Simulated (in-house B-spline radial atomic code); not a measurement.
Configurations of Ce⁸⁺, with energies counted from [Kr] 4d10 5s2 (5p1/2)2. Method: Dirac-Hartree-Fock, average of each configuration as written, Fermi nucleus of rms radius 4.8771 fm. Calculated with a B-spline radial code for spherical atoms. Energies include first-order Breit, QED and recoil terms.

Occupations are held fixed; configurations that lie above the ionisation limit could autoionise.

```json
{"configuration": "[Kr] 4d10 5s1 (5p3/2)3", "E - E(ref) (eV)": "30.38", "highest orbital": "5p3/2", "its <r> (bohr)": "1.529"}
{"configuration": "[Kr] 4d10 5s1 (5p1/2)1 (5p3/2)1 (5g9/2)1", "E - E(ref) (eV)": "100.91", "highest orbital": "5g9/2", "its <r> (bohr)": "2.907"}
{"configuration": "[Kr] 4d10 5s1 (5p3/2)2 (6g7/2)1", "E - E(ref) (eV)": "118.97", "highest orbital": "6g7/2", "its <r> (bohr)": "4.68"}
{"configuration": "[Kr] 4d10 5s1 (5p3/2)2 (7f7/2)1", "E - E(ref) (eV)": "122.53", "highest orbital": "7f7/2", "its <r> (bohr)": "5.949"}
{"configuration": "[Kr] (4d3/2)4 (4d5/2)5 5s2 (5p1/2)2 7s1", "E - E(ref) (eV)": "185.19", "highest orbital": "7s1/2", "its <r> (bohr)": "3.992"}
{"configuration": "[Ar] 3d10 4s2 (4p1/2)1 (4p3/2)4 4d10 5s2 (5p1/2)2 (5g7/2)1", "E - E(ref) (eV)": "316.63", "highest orbital": "5g7/2", "its <r> (bohr)": "2.872"}
{"configuration": "[Ar] (3d3/2)4 (3d5/2)5 4s2 4p6 4d10 5s2 (5p1/2)1 (5p3/2)1 (5f5/2)1", "E - E(ref) (eV)": "955.24", "highest orbital": "5f5/2", "its <r> (bohr)": "2.292"}
```

Problem. Order these further configurations by energy, lowest first.
A. [Ar] (3d3/2)4 (3d5/2)5 4s2 4p6 4d10 5s2 (5p1/2)2 (7g9/2)1
B. [Kr] 4d10 5s1 (5p1/2)2 (8g7/2)1
C. [Kr] 4d10 5s2 (5p1/2)1 (9g7/2)1
D. [Kr] (4d3/2)4 (4d5/2)5 5s2 (5p1/2)2 (7p1/2)1
E. [Ar] 3d10 4s2 (4p1/2)1 (4p3/2)4 4d10 5s2 (5p1/2)2 (9d5/2)1

Solution. C (109.88 eV), B (125.09 eV), D (188.95 eV), E (342.75 eV), A (990.83 eV).

Problem. How far above the reference does [Ar] (3d3/2)4 (3d5/2)5 4s2 4p6 4d10 (4f7/2)1 5s2 (5p1/2)2 lie?

Solution. 889.15 eV; its least bound orbital is 5p1/2 with <r> = 1.47 bohr.

Problem. How far above the reference does [Kr] 4d10 5s2 (5p1/2)1 (5p3/2)1 lie?

Solution. 3.0438 eV; its least bound orbital is 5p3/2 with <r> = 1.528 bohr.
